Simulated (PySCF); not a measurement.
C4H9ClSi.
Cartesian coordinates in Å at the PBE0-D3(BJ)/def2-SVP level; atoms count from 1:
```
atom  x, y, z in Å
C1     1.6342   -0.3530   -1.0833
C2     1.5888    0.2783    0.0971
C3     0.7289   -0.1697    1.2406
Si4   -0.9261    0.7494    1.3331
C5     2.3832    1.5318    0.3048
Cl6    3.5621    1.3667    1.6546
H7     1.0396   -1.2510   -1.2729
H8     2.2650    0.0108   -1.8985
H9     0.5021   -1.2445    1.1620
H10    1.2626   -0.0184    2.1937
H11   -0.7079    2.2277    1.4040
H12   -1.6830    0.3228    2.5496
H13   -1.7420    0.4500    0.1176
H14    2.9562    1.7953   -0.5927
H15    1.7364    2.3794    0.5759
```

Linear response at CAM-B3LYP/def2-SVPD (PySCF, frozen core in the response, non-relativistic).

Static isotropic polarisability: 91.98 au (13.63 Å³), principal values 76.6, 97.9, 101.4 au.

(1) What is the polarisability at 1064 nm and at the sodium D line?

(2) What is the isotropic C6 coefficient between two such molecules, C6 = (3/π)∫α(iω)² dω?

(3) Which effective excitation energy ω̄ makes London's formula C6 = (3/4)α²ω̄ exact here?

(4) What does −C6/R⁶ come to at R = 12 Å between centres?

(5) How anisotropic is the static polarisability, by Δα² = ½[(α1 − α2)² + (α2 − α3)² + (α3 − α1)²]?

(6) What n − 1 at the D line would an ideal gas of it have at 273.15 K and 1 atm (2.6868 × 10¹⁹ cm⁻³), by n − 1 = 2π·N·α′?

(7) How many electrons N does the Slater–Kirkwood formula C6 = (3/4)·√N·α^(3/2) need to give this C6?

(8) What molar refraction at the D line follows from R = (4π/3)·N_A·α′, with α′ the polarisability volume?

(9) The lowest 6 singlets have (eV, f): 6.49, 0.320; 6.88, 0.005; 6.90, 0.029; 6.98, 0.006; 7.54, 0.064; 7.86, 0.036. What share of the static polarisability do they carry in the sum over states α = Σ f/ω²?

## Answers

(1) 92.89 au at 1064 nm (+1.0 %), 95.05 au at 589.3 nm (+3.3 %). The rise at 589.3 nm is 3.38 times that at 1064 nm; a pure ω² law gives 3.26. The lowest singlet lies at 191 nm, shorter than both wavelengths.

(2) 3190 au (Eh·bohr⁶) by a ten-point quadrature over imaginary frequencies, which is 1910 eV·Å⁶ or 184 J·nm⁶/mol.

(3) ω̄ = 4·C6/(3α²) = 0.503 Eh = 13.7 eV. A one-pole form α(ω) = α/(1 − ω²/ω̄²) fitted to the 1064 nm value gives 11.8 eV.

(4) -62 J/mol. This is the leading, orientation-averaged term; C8 and higher terms are left out.

(5) Δα = 23.3 au, or 0.25 of the isotropic value.

(6) 23.78 × 10⁻⁴, a formal value whether or not that pressure can be reached.

(7) N = (4·C6/3)²/α³ = 23.2; the species has 64 electrons in all.

(8) α′ = 14.09 Å³ gives R = 35.53 cm³/mol, for isolated, non-vibrating species.

(9) 7.49 au, 8.1 % of α; the largest term, 5.62 au, is that of the state at 6.49 eV. Their oscillator strengths add up to 0.46. Higher states carry the rest.

One conformer stands for the species.
